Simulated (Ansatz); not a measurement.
Input file for Ansatz (a quantum-chemistry and plane-wave program): U-CCSD(T)/def2-SVP on O2 (SMILES O=O).

Ansatz 0.2 input:
```yaml
crystal:
  periodic: [false, false, false]
  atoms:
    - {symbol: O, position_ang: [0.00000000, -0.00000000, 0.60215214]}
    - {symbol: O, position_ang: [-0.00000000, 0.00000000, -0.60215214]}
basis:
  gaussian:
    orbitals: def2-SVP
magnetization: {spin_polarized: true, initial_magnetization: 2}
correlation: {method: ccsd_t, electrons: outside_noble_gas}
scf: {omitted_lower_state_checks: [cluster_reference]}
```

Question: Give the final energy of this run.

Answer: -149.8479 hartree (reference determinant -149.4910, T1 diagnostic 0.014).
